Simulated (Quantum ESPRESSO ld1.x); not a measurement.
O+, configuration 1s1 2s2 2p4 (not the ground configuration).

Method: non-relativistic Kohn-Sham, PBEsol, spin-unpolarised, spherical densities, point nucleus; computed with ld1.x of Quantum ESPRESSO 7.5.

Energy parts (hartree):
part                     energy
total                  -54.3971
kinetic                 54.1757
electron-nucleus      -129.5163
Hartree                 26.9737
exchange-correlation    -6.0302

Orbitals (lengths in bohr, moments of r in powers of bohr; r(90%) holds 90 % of the orbital's charge):
| orbital | occ. | eigenvalue (hartree) | <1/r> | r(90%) |
|---|---|---|---|---|
| 1s | 1 | -21.7934 | 7.845 | 0.344 |
| 2s | 2 | -1.59769 | 1.438 | 1.62 |
| 2p | 4 | -1.05937 | 1.367 | 1.67 |

The highest occupied level is 2p at -28.827 eV. Virial ratio -V/T = 2.00409. The density falls to 0.001 e/bohr^3 at r = 2.76 bohr. Summed over all electrons, <r^2> = 7.481 bohr^2, which gives a Langevin (diamagnetic) susceptibility term of -5.92 x 10^-6 cm^3/mol.
